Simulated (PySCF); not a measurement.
CH3Si, SMILES C[Si] (connectivity only; charge and spin as stated), charge +1, multiplicity 1. Atoms are numbered in the order given.

```xyz
5

C      0.0000     0.0000    -1.0442
Si     0.0000     0.0000     0.7571
H      0.8898     0.5137    -1.4445
H     -0.8898     0.5137    -1.4445
H      0.0000    -1.0274    -1.4445
```
Charge +1, spin multiplicity 1.

The structure is a stationary point at r2SCAN-D4/def2-TZVP. The spin state was assumed, not searched. The isomer is the one that the SMILES or the coordinates give; other isomers of the formula were not compared.

Method: PySCF with M06-2X/def2-TZVPD.

Symmetry labels are those of the subgroup Cs that the program uses (full group C3v).

Computed valence orbital energies around the gap with their symmetry:
```
orbital  symmetry  energy (eV)
-------  --------  -----------
HOMO−7         A"      -113.88
HOMO−6         A'      -113.88
HOMO−5         A'      -113.71
HOMO−4         A'       -28.13
HOMO−3         A'       -20.75
HOMO−2         A'       -19.11
HOMO−1         A"       -19.10
HOMO           A'       -15.44
LUMO           A'        -8.28
LUMO+1         A"        -8.28
LUMO+2         A'        -4.23
LUMO+3         A'        -3.23
```
